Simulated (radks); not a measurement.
Problem. Radial electron density D(r) = 4 pi r^2 rho(r) of an atom or ion with 26 electrons. Method: Dirac Kohn-Sham, PBE, spin-unpolarised, spherical densities, finite nucleus; Fermi nuclear charge, rms radius of each element as measured or else 0.836 A^(1/3) + 0.57 fm; computed with a radial shooting solver on a logarithmic mesh with Libxc functionals.

r (bohr)  D(r) (e/bohr)
0.003444          1.838
0.003914          2.302
0.004413          2.836
0.005016          3.528
0.005656          4.312
0.006428          5.316
0.007247          6.436
0.008237          7.841
0.009287          9.376
0.01056           11.25
0.0119            13.25
0.01353           15.60
0.01525           17.99
0.01733           20.69
0.01954           23.26
0.02221           25.94
0.02504           28.26
0.02824           30.23
0.03209           31.79
0.03618           32.61
0.04113           32.70
0.04637           32.05
0.0527            30.69
0.05942           29.05
0.06753           27.29
0.07614           26.05
0.08654           25.60
0.09758           26.28
0.1109            28.19
0.125             30.78
0.1421            33.74
0.1602            35.88
0.1821            36.61
0.2053            35.32
0.2334            31.83
0.2631            27.16
0.2991            21.80
0.3372            17.61
0.3802            15.09
0.4321            14.54
0.4872            15.58
0.5537            17.32
0.6243            18.48
0.7096            18.43
0.8               17.01
0.9093            14.38
1.025             11.43
1.165             8.380
1.314             5.957
1.493             3.983
1.684             2.669
1.913             1.714
2.157             1.115
2.452            0.6874
2.765            0.4206
3.142            0.2352
3.543            0.1272
4.026           0.06012
4.54            0.02679

What is the nuclear charge?

Solution. Z = 27. The innermost maximum, from 1s, lies near gamma/Z bohr with gamma = sqrt(1 - (Z/c)^2) = 0.980, here 0.0363 bohr (found: 0.0392), and its height grows with Z. The density is that of the cobalt ion Co+ in [Ar] 3d8; the configuration itself is not fixed sharply by these data, and Z only to about a unit. D(r) has 3 maxima, at r = 0.0392, 0.179, 0.666 bohr, and minima at 0.0852, 0.418 bohr, inside which lie 2.11, 10.74 electrons.
